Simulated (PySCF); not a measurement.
Computed IR spectrum (relative IR intensity) of a molecule C2H8N2OSi. Geometry optimised at PBE0-D3(BJ)/def2-SVP. Other conformers were not sampled. Calculation: PBE0-D3(BJ)/def2-SVP run with PySCF 2.14.0. Frequencies are harmonic and unscaled.

ν (cm⁻¹): 74 (w), 183 (m), 207 (w), 297 (m), 342 (w), 372 (s), 452 (w), 528 (w), 671 (m), 749 (m), 797 (m), 810 (m), 843 (m), 879 (m), 912 (m), 949 (m), 968 (vs), 1123 (w), 1364 (w), 1441 (w), 1446 (w), 1534 (m), 1830 (vs), 2203 (s), 3001 (m), 3180 (vw), 3620 (w), 3726 (w), 3932 (m) (against the strongest line: vs over 80 %, s over 45 %, m over 15 %, w over 4 %, vw less)

### Question
Which molecule gave these data?
A. N[Si]1(O)CNC1
B. C/C=N\[Si@H](N)O
C. N[Si]1(N)CCO1
D. C/N=C/O[SiH2]N

### Answer
B, C/C=N\[Si@H](N)O
